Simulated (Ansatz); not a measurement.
Compare A (`[CH2]1OC[SiH2][AlH]1`) with its isomer B (`[CH2]1O[SiH2][CH2][AlH]1`).

Computed with Ansatz on PBE0-D4/def2-TZVP structures; ΔE is electronic, products minus reactants. CCSD(T)/CBS is the MP2 limit (def2-TZVPP, def2-QZVPP) plus CCSD(T) − MP2 in def2-TZVPP, frozen cores. Functionals use def2-TZVPP. B3LYP here is the variant with VWN-RPA as its local correlation; programs differ in this.

Problem. Which isomer does CCSD(T)/CBS put lower? Give the gap. (Best estimate.)

Solution. The calculation gave: B, by 50.2 kcal/mol.

Problem. Give E(B) − E(A) in kcal/mol with CCSD/def2-TZVPP, ωB97M-V, HF/def2-TZVPP, PBE-D4, B3LYP, PBE0-D4, CCSD(T)/def2-TZVPP. (An estimate is asked.)

Solution. The calculation gave: CCSD/def2-TZVPP -50.0, ωB97M-V -51.1, HF/def2-TZVPP -52.8, PBE-D4 -43.1, B3LYP -48.2, PBE0-D4 -46.0, CCSD(T)/def2-TZVPP -49.2. None reverses the order clearly.

Largest T1 diagnostic: 0.014.

From PBE to PBE0 (25 % exact exchange), in def2-TZVPP and without D4, E(B) − E(A) moves by −2.9 kcal/mol.
